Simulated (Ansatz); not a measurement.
Ansatz (an electronic-structure program) job for Si(F)2(OMe)(NH2) (CH5F2NOSi), SMILES CO[Si](N)(F)F, PBE-D3(BJ)/def2-SVP. 

Ansatz 0.2 input:
```yaml
crystal:
  periodic: [false, false, false]
  atoms:
    - {symbol: C, position_ang: [-1.93356904, -0.86089150, -0.92448628]}
    - {symbol: O, position_ang: [-1.22729977, 0.22916272, -0.36462165]}
    - {symbol: Si, position_ang: [0.31628553, 0.17773196, 0.16615889]}
    - {symbol: N, position_ang: [1.36853243, -0.46987256, -0.99941090]}
    - {symbol: F, position_ang: [0.63991602, 1.68707675, 0.62707454]}
    - {symbol: F, position_ang: [0.48839426, -0.73400653, 1.48661510]}
    - {symbol: H, position_ang: [-1.28335107, -1.48374820, -1.56344325]}
    - {symbol: H, position_ang: [-2.36190288, -1.50041453, -0.13358077]}
    - {symbol: H, position_ang: [-2.75866783, -0.46735363, -1.53733328]}
    - {symbol: H, position_ang: [2.23622192, -0.91711119, -0.72269079]}
    - {symbol: H, position_ang: [1.42499520, -0.07609655, -1.93261591]}
basis:
  gaussian:
    orbitals: def2-SVP
hamiltonian:
  xc: pbe
  dispersion: d3bj
relax: {f_tol: 0.002, max_steps: 200}
```

Log of the run:

```
WARN ansatz: RAYON_NUM_THREADS=1 ignored (pool sized by the plan → 1); use --threads N
Functional definition: PBE
integrals: 0.06 GiB planned
1255 factors; their error is unknown
mean field: 0.32 GiB planned
mean field evaluation 1: about -17933.5965 eV, gradient 8.4e1 eV
mean field evaluation 2: about -17907.8898 eV, gradient 1.4e2 eV
mean field evaluation 4: about -17947.0002 eV, gradient 9.5e0 eV
mean field evaluation 8: about -17947.1475 eV, gradient 1.7e-1 eV
mean field evaluation 16: about -17947.0709 eV, gradient 3.1e-4 eV
mean field -17947.07087892 eV, -659.5426898388 hartree, gradient 5.2e-5 eV, S^2 0.000000; 0 other end points of the search recorded, 0 dependent functions left out
the calculation of the forces begins
reference -17947.07091296 eV, -659.5426910899 hartree; 29, 29 occupied and 84, 84 virtual orbitals, 1255 factors
relax step   1: F+E_penalty+E_count = -17947.27637712 eV  Δ(F+E_penalty+E_count) = +0.000e0 eV  max|allowed force component| = 4.219e-1 eV/Å  Δτ_max = 0.0000 Å  (28 SCF iters, accepted)
these checks for a lower state are left out or cut short: starts, cluster_reference, orbital_swaps, neighbouring_geometries, increment
integrals: 0.06 GiB planned
1255 factors; their error is unknown
mean field: 0.32 GiB planned
mean field -17947.08377339 eV, -659.5431637017 hartree, gradient 1.8e-5 eV, S^2 0.000000; 0 other end points of the search recorded, 0 dependent functions left out
the calculation of the forces begins
reference -17947.08380749 eV, -659.5431649548 hartree; 29, 29 occupied and 84, 84 virtual orbitals, 1255 factors
relax step   2: F+E_penalty+E_count = -17947.28879231 eV  Δ(F+E_penalty+E_count) = -1.242e-2 eV  max|allowed force component| = 2.507e-1 eV/Å  Δτ_max = 0.0089 Å  (31 SCF iters, accepted)
these checks for a lower state are left out or cut short: starts, cluster_reference, orbital_swaps, neighbouring_geometries, increment
integrals: 0.06 GiB planned
1255 factors; their error is unknown
mean field: 0.32 GiB planned
mean field evaluation 32: about -17947.0883 eV, gradient 1.9e-5 eV
mean field -17947.08834307 eV, -659.5433316346 hartree, gradient 1.9e-5 eV, S^2 0.000000; 0 other end points of the search recorded, 0 dependent functions left out
the calculation of the forces begins
reference -17947.08837717 eV, -659.5433328876 hartree; 29, 29 occupied and 84, 84 virtual orbitals, 1255 factors
relax step   3: F+E_penalty+E_count = -17947.29308772 eV  Δ(F+E_penalty+E_count) = -4.295e-3 eV  max|allowed force component| = 5.334e-2 eV/Å  Δτ_max = 0.0101 Å  (30 SCF iters, accepted)
these checks for a lower state are left out or cut short: starts, cluster_reference, orbital_swaps, neighbouring_geometries, increment
integrals: 0.06 GiB planned
1255 factors; their error is unknown
mean field: 0.32 GiB planned
mean field -17947.08689671 eV, -659.5432784816 hartree, gradient 1.7e-5 eV, S^2 0.000000; 0 other end points of the search recorded, 0 dependent functions left out
the calculation of the forces begins
reference -17947.08693086 eV, -659.5432797368 hartree; 29, 29 occupied and 84, 84 virtual orbitals, 1255 factors
relax step   4: F+E_penalty+E_count = -17947.29233806 eV  Δ(F+E_penalty+E_count) = +7.497e-4 eV  max|allowed force component| = 1.767e-1 eV/Å  Δτ_max = 0.0367 Å  (29 SCF iters, rejected (line search))
these checks for a lower state are left out or cut short: starts, cluster_reference, orbital_swaps, neighbouring_geometries, increment
integrals: 0.06 GiB planned
1255 factors; their error is unknown
mean field: 0.32 GiB planned
mean field -17947.08878445 eV, -659.5433478550 hartree, gradient 1.9e-5 eV, S^2 0.000000; 0 other end points of the search recorded, 0 dependent functions left out
the calculation of the forces begins
reference -17947.08881855 eV, -659.5433491081 hartree; 29, 29 occupied and 84, 84 virtual orbitals, 1255 factors
relax step   5: F+E_penalty+E_count = -17947.29393207 eV  Δ(F+E_penalty+E_count) = -8.443e-4 eV  max|allowed force component| = 1.711e-2 eV/Å  Δτ_max = 0.0179 Å  (30 SCF iters, accepted)
these checks for a lower state are left out or cut short: starts, cluster_reference, orbital_swaps, neighbouring_geometries, increment
integrals: 0.06 GiB planned
1255 factors; their error is unknown
mean field: 0.32 GiB planned
mean field -17947.08868324 eV, -659.5433441355 hartree, gradient 1.9e-5 eV, S^2 0.000000; 0 other end points of the search recorded, 0 dependent functions left out
the calculation of the forces begins
reference -17947.08871734 eV, -659.5433453884 hartree; 29, 29 occupied and 84, 84 virtual orbitals, 1255 factors
relax step   6: F+E_penalty+E_count = -17947.29402597 eV  Δ(F+E_penalty+E_count) = -9.390e-5 eV  max|allowed force component| = 1.008e-2 eV/Å  Δτ_max = 0.0104 Å  (29 SCF iters, accepted)
these checks for a lower state are left out or cut short: starts, cluster_reference, orbital_swaps, neighbouring_geometries, increment
integrals: 0.06 GiB planned
1255 factors; their error is unknown
mean field: 0.32 GiB planned
mean field -17947.08872257 eV, -659.5433455809 hartree, gradient 1.9e-5 eV, S^2 0.000000; 0 other end points of the search recorded, 0 dependent functions left out
the calculation of the forces begins
reference -17947.08875667 eV, -659.5433468340 hartree; 29, 29 occupied and 84, 84 virtual orbitals, 1255 factors
relax step   7: F+E_penalty+E_count = -17947.29405334 eV  Δ(F+E_penalty+E_count) = -2.737e-5 eV  max|allowed force component| = 7.935e-3 eV/Å  Δτ_max = 0.0088 Å  (30 SCF iters, accepted)
these checks for a lower state are left out or cut short: starts, cluster_reference, orbital_swaps, neighbouring_geometries, increment
integrals: 0.06 GiB planned
1255 factors; their error is unknown
mean field: 0.32 GiB planned
mean field evaluation 64: about -17947.0888 eV, gradient 5.0e-5 eV
mean field -17947.08876250 eV, -659.5433470480 hartree, gradient 1.9e-5 eV, S^2 0.000000; 0 other end points of the search recorded, 0 dependent functions left out
the calculation of the forces begins
reference -17947.08879661 eV, -659.5433483016 hartree; 29, 29 occupied and 84, 84 virtual orbitals, 1255 factors
relax step   8: F+E_penalty+E_count = -17947.29406425 eV  Δ(F+E_penalty+E_count) = -1.090e-5 eV  max|allowed force component| = 6.494e-3 eV/Å  Δτ_max = 0.0049 Å  (30 SCF iters, accepted)
these checks for a lower state are left out or cut short: starts, cluster_reference, orbital_swaps, neighbouring_geometries, increment
integrals: 0.06 GiB planned
1255 factors; their error is unknown
mean field: 0.32 GiB planned
mean field -17947.08875899 eV, -659.5433469192 hartree, gradient 1.6e-5 eV, S^2 0.000000; 0 other end points of the search recorded, 0 dependent functions left out
the calculation of the forces begins
reference -17947.08879310 eV, -659.5433481727 hartree; 29, 29 occupied and 84, 84 virtual orbitals, 1255 factors
relax step   9: F+E_penalty+E_count = -17947.29406618 eV  Δ(F+E_penalty+E_count) = -1.935e-6 eV  max|allowed force component| = 3.797e-3 eV/Å  Δτ_max = 0.0011 Å  (22 SCF iters, accepted)
these checks for a lower state are left out or cut short: starts, cluster_reference, orbital_swaps, neighbouring_geometries, increment
integrals: 0.06 GiB planned
1255 factors; their error is unknown
mean field: 0.32 GiB planned
mean field -17947.08875580 eV, -659.5433468018 hartree, gradient 1.7e-5 eV, S^2 0.000000; 0 other end points of the search recorded, 0 dependent functions left out
the calculation of the forces begins
reference -17947.08878990 eV, -659.5433480553 hartree; 29, 29 occupied and 84, 84 virtual orbitals, 1255 factors
relax step  10: F+E_penalty+E_count = -17947.29406762 eV  Δ(F+E_penalty+E_count) = -1.442e-6 eV  max|allowed force component| = 7.578e-4 eV/Å  Δτ_max = 0.0011 Å  (22 SCF iters, accepted)
integrals: 0.06 GiB planned
1255 factors; their error is unknown
mean field: 0.32 GiB planned
mean field evaluation 96: about -17947.0888 eV, gradient 1.5e-3 eV
mean field -17947.08875580 eV, -659.5433468018 hartree, gradient 1.7e-5 eV, S^2 0.000000; 1 other end points of the search recorded, 0 dependent functions left out
the calculation of the forces begins
reference -17947.08878990 eV, -659.5433480553 hartree; 29, 29 occupied and 84, 84 virtual orbitals, 1255 factors
Total energy: -17947.29410173 eV, -659.5508931257 hartree
Atom 0 at    -1.928231    -0.859544    -0.921674 Å, force    -0.000440     0.000218    -0.000020 eV/Å
Atom 1 at    -1.247683     0.243523    -0.342465 Å, force     0.000201     0.000020    -0.000234 eV/Å
Atom 2 at     0.315621     0.177091     0.173401 Å, force    -0.000758     0.000548     0.000014 eV/Å
Atom 3 at     1.346089    -0.490245    -1.016150 Å, force     0.000219    -0.000179    -0.000256 eV/Å
Atom 4 at     0.647810     1.699385     0.627920 Å, force    -0.000022     0.000066     0.000194 eV/Å
Atom 5 at     0.506876    -0.740502     1.501388 Å, force     0.000323    -0.000403     0.000067 eV/Å
Atom 6 at    -1.249009    -1.492409    -1.534967 Å, force     0.000264    -0.000114     0.000071 eV/Å
Atom 7 at    -2.390202    -1.499485    -0.138168 Å, force     0.000014     0.000170    -0.000014 eV/Å
Atom 8 at    -2.737618    -0.473114    -1.574021 Å, force    -0.000019    -0.000169     0.000104 eV/Å
Atom 9 at     2.226842    -0.926318    -0.736509 Å, force     0.000135     0.000091    -0.000121 eV/Å
Atom 10 at     1.419059    -0.053905    -1.937090 Å, force     0.000082    -0.000249     0.000195 eV/Å
Dipole moment:     0.158873    -0.329850    -0.545650 e Å
```

The run converged.

Cost: roughly 27 core-seconds.
